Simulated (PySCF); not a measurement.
# WCl⁺ from Hartree–Fock to correlated methods

State: ⁵Π (quintet), unpaired electrons σ ↑, π ↑, δ ↑↑. Set-up: PySCF, scalar-relativistic core potentials, basis sets W def2-TZVPPD with ECP60, Cl def2-TZVPPD. De refers to W⁺ (5d4 6s1) + Cl in their high-spin ground configurations, without counterpoise correction. The functionals are run spin-unrestricted. A positive dipole points towards Cl; it is taken about the centre of mass and depends on that origin.

```json
{"Level": "UHF", "Re (Å)": "2.208", "ωe (cm⁻¹)": "449", "De (eV)": "n/a", "μ (D)": "-4.07", "CPU s a point (SCF and correlation, without the integrals)": "2"}
{"Level": "UHF-MP2", "Re (Å)": "2.145", "ωe (cm⁻¹)": "494", "De (eV)": "n/a", "μ (D)": "n/a", "CPU s a point (SCF and correlation, without the integrals)": "3.2"}
{"Level": "UHF-SCS-MP2", "Re (Å)": "2.157", "ωe (cm⁻¹)": "484", "De (eV)": "n/a", "μ (D)": "n/a", "CPU s a point (SCF and correlation, without the integrals)": "n/a"}
{"Level": "UHF-CCSD", "Re (Å)": "2.167", "ωe (cm⁻¹)": "476", "De (eV)": "n/a", "μ (D)": "n/a", "CPU s a point (SCF and correlation, without the integrals)": "n/a"}
{"Level": "UHF-CCSD(T)", "Re (Å)": "2.167", "ωe (cm⁻¹)": "475", "De (eV)": "n/a", "μ (D)": "n/a", "CPU s a point (SCF and correlation, without the integrals)": "130"}
{"Level": "PBE", "Re (Å)": "2.163", "ωe (cm⁻¹)": "462", "De (eV)": "n/a", "μ (D)": "-1.67", "CPU s a point (SCF and correlation, without the integrals)": "2.1"}
{"Level": "PW91", "Re (Å)": "2.163", "ωe (cm⁻¹)": "462", "De (eV)": "n/a", "μ (D)": "-1.67", "CPU s a point (SCF and correlation, without the integrals)": "1.5"}
{"Level": "r²SCAN", "Re (Å)": "2.164", "ωe (cm⁻¹)": "467", "De (eV)": "n/a", "μ (D)": "-2.06", "CPU s a point (SCF and correlation, without the integrals)": "1.7"}
{"Level": "r²SCANh", "Re (Å)": "2.161", "ωe (cm⁻¹)": "471", "De (eV)": "n/a", "μ (D)": "-2.24", "CPU s a point (SCF and correlation, without the integrals)": "2.9"}
{"Level": "PBE0", "Re (Å)": "2.155", "ωe (cm⁻¹)": "475", "De (eV)": "n/a", "μ (D)": "-2.28", "CPU s a point (SCF and correlation, without the integrals)": "3.5"}
{"Level": "M06", "Re (Å)": "2.160", "ωe (cm⁻¹)": "473", "De (eV)": "n/a", "μ (D)": "-2.43", "CPU s a point (SCF and correlation, without the integrals)": "2.8"}
{"Level": "M06-2X", "Re (Å)": "2.158", "ωe (cm⁻¹)": "468", "De (eV)": "n/a", "μ (D)": "-2.49", "CPU s a point (SCF and correlation, without the integrals)": "3"}
{"Level": "ωB97M-V", "Re (Å)": "2.162", "ωe (cm⁻¹)": "476", "De (eV)": "n/a", "μ (D)": "-2.65", "CPU s a point (SCF and correlation, without the integrals)": "8.5"}
{"Level": "B2PLYP", "Re (Å)": "2.165", "ωe (cm⁻¹)": "471", "De (eV)": "n/a", "μ (D)": "-2.95", "CPU s a point (SCF and correlation, without the integrals)": "2.9"}
```

The bond length runs from 2.145 Å (UHF-MP2) to 2.208 Å (UHF).

Correlated steps freeze 5 core orbitals. De is left out where the level can put another filling of the metal’s s and d shells below the measured ground configuration, by anything from nothing to about 1 eV. Spin–orbit coupling is left out, which matters for elements this heavy, above all for dissociation energies. B2PLYP dipoles, levels and charges come from its SCF part alone. With d or f electrons several states lie close, and the lowest PBE0 determinant need not be the measured ground state.

The whole job (state search and all levels along the bond) took about 15 min on 2 threads of Intel Xeon 6975P-C (shared host), peak memory 6.3 GiB.
